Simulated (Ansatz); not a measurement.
H3Au3, relaxed as a singlet with RKS PBE-D4/def2-TZVP in Ansatz, starting from the GFN1-xTB geometry. Force threshold 0.02 eV/Å.

In the def2 sets Au takes a core potential; there is no spin–orbit coupling. The structure comes from a short search, and lower isomers may exist.

Start:

```xyz
6

Au    0.6381    1.2416    0.3573
Au   -1.4076   -0.0298   -0.2920
Au    0.7752   -1.2139   -0.0636
H     1.9857    1.8210    0.7487
H     0.6327   -2.6937   -0.3722
H    -2.6240    0.8749   -0.3782
```

```tsv
step	energy (eV)	largest force component (eV/Å)	SCF passes
1	-11133.7653	2.393	16
2	-11134.2536	0.585	24
3	-11134.3228	0.284	25
4	-11134.3299	0.038	19
5	-11134.3304	0.007	19
```

Force components are those of the run's own axes.

End:

Cartesian coordinates in Å:
```
Au 0.6124 1.3722 0.3805
Au -1.5102 -0.1099 -0.3310
Au 0.8982 -1.2626 -0.0495
H 2.0634 1.8311 0.7645
H 0.6140 -2.7686 -0.3876
H -2.6779 0.9378 -0.3769
```

By distances, no bond broke or formed. The bond that changes most is Au2–Au3, from 2.49 to 2.68 Å (atoms count from 1).

No frequencies were taken in this run, so the end may be a saddle point.

Run time 12 s (2 threads of Arm Neoverse V2 on a shared host).
